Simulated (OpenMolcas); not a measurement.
An atom or ion with 22 electrons was computed by XMS-CASPT2, IPEA 0.25 Eh, imaginary shift 0.1 Eh with spin-orbit coupling (OpenMolcas, ANO-RCC-VTZP, DKH2). The lowest levels that the run gave, each within 12 % of the measured value where one is at hand:

```json
{"J": "0", "Parity": "even", "E (cm-1)": "0.0", "g": ""}
{"J": "1", "Parity": "even", "E (cm-1)": "65.7", "g": "1.501"}
{"J": "2", "Parity": "even", "E (cm-1)": "194", "g": "1.501"}
{"J": "3", "Parity": "even", "E (cm-1)": "382", "g": "1.501"}
{"J": "4", "Parity": "even", "E (cm-1)": "623", "g": "1.501"}
{"J": "0", "Parity": "even", "E (cm-1)": "17980", "g": ""}
{"J": "1", "Parity": "even", "E (cm-1)": "18370", "g": "1.501"}
{"J": "4", "Parity": "even", "E (cm-1)": "18660", "g": "0.802"}
{"J": "5", "Parity": "even", "E (cm-1)": "18800", "g": "1.034"}
{"J": "6", "Parity": "even", "E (cm-1)": "18950", "g": "1.167"}
{"J": "2", "Parity": "even", "E (cm-1)": "19080", "g": "1.501"}
{"J": "2", "Parity": "even", "E (cm-1)": "19870", "g": "0.666"}
```

Problem. Which ion is it, and what are the configurations and terms?

Solution. Cr²⁺ (Z = 24, charge +2; active space 4 electrons in 5 orbitals (3d)). J, parity and g give the terms where levels are pure, and mixed ones are named by the computed weights; the size of the splittings, set against known spectra of the 22-electron sequence, gives the charge. In order, with the measured energies in cm-1 (Sugar and Corliss, J. Phys. Chem. Ref. Data 6, 317 (1977)): 3d4 5D0, 3d4 5D1 (62.2), 3d4 5D2 (183), 3d4 5D3 (357), 3d4 5D4 (576), 3d4 3P0(1) (16771), 3d4 3P1(1) (17169), 3d4 3H4 (17274), 3d4 3H5 (17397), 3d4 3H6 (17531), 3d4 3P2(1) (17851), 3d4 3F2(1) (18452).

Term energies are means over components that CASPT2 splits; among the terms shown or strongly mixed into the levels shown the widest spread is 970 cm-1 (3d4 3F(1)). The CASPT2 spread within a term exceeds the gap to the next term for 3d4 3P(1) and 3d4 3H, so the order of their levels is uncertain. Computed and measured levels are paired by configuration, term and J; levels that our copy of the source lacks, or whose pairing is in doubt (as where it misses far off the trend of its configuration), stay unpaired and out of the deviations. Only configurations of the active space appear.

A number in round brackets counts repeated terms of one configuration in the order of the reference energies.
